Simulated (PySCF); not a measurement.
(3Z)-3,4-difluoropenta-1,3-diene (C5H6F2), SMILES C=C/C(F)=C(\C)F.

The structure is a stationary point at ωB97X-D3(BJ)/def2-SVP. The values are those of a single conformer.

Calculation: PBE0/def2-TZVP (PySCF).

Symmetry labels are those of the subgroup Cs that the program uses (full group Cs).

Computed valence orbital energies around the gap with their symmetry:
```tsv
orbital	symmetry	energy (eV)
HOMO−7	A'	-12.35
HOMO−6	A'	-11.91
HOMO−5	A"	-11.77
HOMO−4	A'	-11.41
HOMO−3	A'	-10.78
HOMO−2	A'	-10.32
HOMO−1	A"	-8.97
HOMO	A"	-6.58
LUMO	A"	-0.88
LUMO+1	A'	1.08
LUMO+2	A'	1.71
LUMO+3	A"	1.93
```
